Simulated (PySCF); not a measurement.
# One molecule, several mistakes: BCGeH5O

These are calculations, not measurements. The program is PySCF 2.14.0, an open-source quantum chemistry code, run on an isolated molecule that a program drew, which may never have been made. The molecule is BCGeH5O (charge 0, singlet), drawn as the SMILES string `C=[B][GeH2][OH]`.

Each row is a Hartree-Fock (HF) and frozen-core CCSD(T) single point in the cc-pVDZ basis, meant for a local HF minimum. Run 1 is clean. Each other run has one planted mistake out of seven kinds, and not every kind appears here: one electron removed, one electron added, multiplicity raised by two, geometry at a saddle point, minimal basis STO-3G, one bond length entered in bohr, all coordinates scaled. The reference is restricted for singlets and unrestricted otherwise, and also for a bond in bohr. Adding or removing an electron swaps singlet and doublet. Electrons count all cores. HOMO and LUMO are orbital energies over both spins, the gradient is its largest component, and the lowest frequency (negative if imaginary) is given only where the gradient is small. Bond lengths are over the 8 bonds as drawn. T1 is the CCSD diagnostic: over 0.02 (restricted) or 0.045 (unrestricted) a single reference is doubtful. Germanium has the cc-pVDZ-PP basis, with a core potential (ECP10MDF) in place of its 10 inner electrons, and its 3s, 3p and 3d shells are frozen in CCSD(T).

Geometry of the clean run:
```xyz
9
BCGeH5O, angstrom
C     0.1297    1.9014   -0.5865
B    -0.0998    0.5566   -0.3422
Ge   -0.4787   -1.4245    0.0613
O    -0.9851   -2.3011   -1.4065
H    -0.5396    2.6755   -0.2229
H     0.9886    2.2492   -1.1526
H     0.7674   -2.1642    0.5265
H    -1.5890   -1.4894    1.1143
H    -1.6070   -1.8421   -1.9523
```

```
run,electrons,basis functions,<S^2>,HOMO (eV),LUMO (eV),gradient (hartree/bohr),lowest frequency (cm^-1),mean bond (Å),longest bond (Å),T1,HF (hartree),CCSD(T) (hartree),mistake
1,56,90,0.000,-9.10,1.80,3.1e-05,115,1.4247,2.057,0.0140,-433.65979,-434.21073,no fault
2,55,90,0.756,-16.84,-6.55,7.1e-02,-,1.4247,2.057,0.0168,-433.37788,-433.88333,one electron removed
3,56,90,2.019,-7.10,0.36,1.1e-01,-,1.4247,2.057,0.0135,-433.59624,-434.11247,multiplicity raised by two
4,56,90,0.891,-8.97,0.65,6.8e-03,-,1.5940,2.876,0.0384,-433.55594,-434.09359,?
5,57,90,0.876,-0.35,8.01,6.9e-02,-,1.4247,2.057,0.0251,-433.63189,-434.19510,?
```

**Which mistake was planted in run 4, and what did it cost?**

The mean bond changes by a factor of 1.119 and the longest by 1.398, so the molecule wasn't scaled as a whole. A length L in bohr read as angstrom grows by (1/0.5292 - 1) L = 0.890 L. The 8 bonds together grew by 8 x 0.1693 = 1.354 Å, which gives L = 1.522 Å. That is the length of one of the Ge-H bonds, 1.522 Å in the clean geometry. So the mistake is: one bond length entered in bohr. Subtracting run 1 and multiplying by 627.51 kcal/mol a hartree, the energy moved by 65.2 kcal/mol in HF and 73.5 kcal/mol in CCSD(T).

**Which mistake was planted in run 5, and what did it cost?**

It counts 57 electrons, one more than the clean run, at the same geometry and basis. So the mistake is: one electron added. Subtracting run 1 and multiplying by 627.51 kcal/mol a hartree, the energy moved by 17.5 kcal/mol in HF and 9.8 kcal/mol in CCSD(T).

Cautions from the logs. Run 5: the added electron raises the CCSD(T) energy, so it isn't bound in this basis.
